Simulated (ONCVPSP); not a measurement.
## ruthenium (Ru): variants of one ONCV potential

Base potential:

* Element: Ru
* Generator: ONCVPSP 4.0.1
* Type: optimised norm-conserving Vanderbilt (ONCV)
* Functional: PBEsol
* Relativity: scalar-relativistic
* Frozen core: [Ar] 3d10
* Valence charge: 16
* Reference configuration: 4s2 4p6 4d7 5p1
* Partial waves: 4s: rc 1.60 bohr, ncon 4, nbas 8, qcut 8 1/bohr, 2 projectors, debl 1.9 Ha; 4p+5p: rc 1.75 bohr, ncon 3, nbas 7, qcut 7.1 1/bohr, 2 projectors; 4d: rc 2.10 bohr, ncon 4, nbas 8, qcut 8.6 1/bohr, 2 projectors, debl 3.5 Ha
* Local potential: polynomial inside 1.05 bohr (lpopt 5, dvloc0 6 Ha)
* Core correction: Teter function, fcfact 2.25, rcfact 1.3

In the s channel the program set the typed energies aside and used -2.864, 0.250 Ha.

Cutoffs, loose and tight: the cutoffs (Ha) at which the residual kinetic energy of the hardest occupied pseudo-wave falls to 1 and 0.1 mHa per electron. They do not see the model core or the augmentation charge, which bear on the density cutoff. Test errors are all-electron minus pseudo excitation energies from the reference, over the configurations 4s2 4p6 4d7 5s1 5p0; 4s2 4p6 4d7 5p0; 4s2 4p6 4d6 5p0; 4s1 4p6 4d7 5s1 5p0. A dash means not determined; rows that change the core or the reference have their own tests.

| change | outcome | cutoff, loose | cutoff, tight | bound ghosts | GHOST(+) flags above zero | largest test error (meV) |
| --- | --- | --- | --- | --- | --- | --- |
| base | generated, projector energies reset by the program | 23 Ha | 26 Ha | none | s | -154 |
| reference 4s2 4p6 4d7 5s1; waves 4s+5s: rc 1.60 bohr, ncon 4, nbas 8, qcut 8 1/bohr, 2 projectors; 4p: rc 1.75 bohr, ncon 3, nbas 7, qcut 7.1 1/bohr, 2 projectors, debl 3.5 Ha | generated | 23 Ha | 26 Ha | none | s | -93 |
| core correction Teter function, fcfact 2.25, rcfact 1.16 | generated, projector energies reset by the program | 23 Ha | 26 Ha | none | s | -152 |
| s: nbas 7 | generated, projector energies reset by the program | 23 Ha | 26 Ha | none | s | -154 |
| p: qcut 5.7 | generated, projector energies reset by the program | 23 Ha | 26 Ha | none | s | -157 |
| s: rc 1.1 | failed: ERROR pspot: first pseudo wave function has node, program will stop | – | – | – | – | – |
